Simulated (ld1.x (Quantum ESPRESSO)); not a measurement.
## B (Z = 5): one change to a TM potential, before and after

- Element: boron (B)
- Generator: ld1.x (Quantum ESPRESSO) 7.5
- Type: norm-conserving Troullier–Martins (Kleinman–Bylander form)
- Functional: PBEsol
- Relativity: non-relativistic
- Frozen core: [He]
- Valence charge: 3
- Reference configuration: 2s2 2p1
- Partial waves: 2p (bound): rc 1.95 bohr; 3d channel at 0.3 Ry: rc 1.90 bohr; 2s (bound): rc 1.30 bohr
- Local potential: the s channel
- Core correction: none

All-electron outer shells of the reference configuration (PBEsol, non-relativistic, ld1.x):

| shell | level (eV) | outermost node (bohr) | outermost maximum (bohr) |
| --- | --- | --- | --- |
| 2s | -9.36 | 0.46 | 1.52 |
| 2p | -3.56 | – | 1.59 |

Change: all radii scaled by about 1.19 (s 1.54, p 2.32, d 2.26 bohr).

Cutoffs: the cutoffs (Ry, on a coarse ladder) from which the occupation-weighted sum of valence levels, in a spherical-Bessel basis at the reference potential, stays within 10 and 1 mRy of its value at 400 Ry; they do not see the model core or the augmentation charge, which bear on the density cutoff. Errors are all-electron minus pseudo energies relative to the spin-unpolarised reference configuration.

Problem. Predict the effect on cutoff, ghosts and configuration errors.

Solution. The potential gets softer (25 Ry and 55 Ry → 18 Ry and 50 Ry); of the 7 tests that both files solve, the error grows in 4 and shrinks in 2 by more than 15 % and 0.3 meV (median size 4.8 → 4.6 meV); neither file shows a bound ghost. A larger radius leaves more room for a smooth pseudo-wave, so fewer plane waves are needed.

```csv
quantity,base,changed
"cutoff, loose",25 Ry,18 Ry
"cutoff, tight",55 Ry,50 Ry
loose cutoff by channel (10 mRy a level),"p 21 Ry, s 18 Ry","p 15 Ry, s 15 Ry"
bound ghosts,none,none
"error for 2s2 2p0, meV [ΔE 8.14 eV]",+23,+35
"error for 2s1 2p0, meV [ΔE 33.40 eV]",+98,+132
"error for 2s2 2p0.5, meV [ΔE 2.86 eV]",+2.8,+4.6
"error for 2s1 2p1, meV [ΔE 14.26 eV]",-4.8,-12
"error for 2s1 2p2, meV [ΔE 5.81 eV]",+2.5,+0.7
"error for 2s2 2p1.3, meV [ΔE -0.72 eV]",+0.2,+0.4
"error for 2s0 2p3, meV [ΔE 11.64 eV]",+5.6,+0.7
```
